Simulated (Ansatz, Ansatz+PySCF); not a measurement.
```xyz
5

Ge   -0.0356    0.0261    0.0235
H     0.8951    0.9195    0.9251
H     0.9254   -0.8554   -0.8820
H    -0.8425    0.9050   -0.8745
H    -0.9051   -0.8424    0.8751
```

Basis set: def2-SVP (spherical functions). Left uncorrelated: 9 orbitals. Charge 0, multiplicity 1.

Computed with Ansatz (development build ahead of 0.2.0); each method stands on the lowest determinant of its kind that the runs found. Restricted open shells among the atoms or ions are ROHF, correlated in semicanonical orbitals with singles. Restricted functionals stand beside restricted open-shell atoms, which can lie above the unrestricted atoms usual in DFT and then raise those values.

(1) Give the atomization energy at this shape (free ground-state atoms in the same class of orbitals less the molecule, no zero-point energy) of singlet GeH4 by ωB97X (restricted), ωB97X (unrestricted), r²SCAN (restricted), r²SCAN (unrestricted), PBE0 (restricted), PBE0 (unrestricted), PBE (restricted), RHF-CCSD(T), RHF-MP2, RHF, UHF.

## Answers

(1)

```tsv
method	atomization energy
ωB97X (restricted)	12.85 eV
ωB97X (unrestricted)	12.82 eV
r²SCAN (restricted)	12.75 eV
r²SCAN (unrestricted)	12.70 eV
PBE0 (restricted)	12.46 eV
PBE0 (unrestricted)	12.43 eV
PBE (restricted)	12.38 eV
RHF-CCSD(T)	12.18 eV
RHF-MP2	11.80 eV
RHF	9.78 eV
UHF	9.68 eV
```
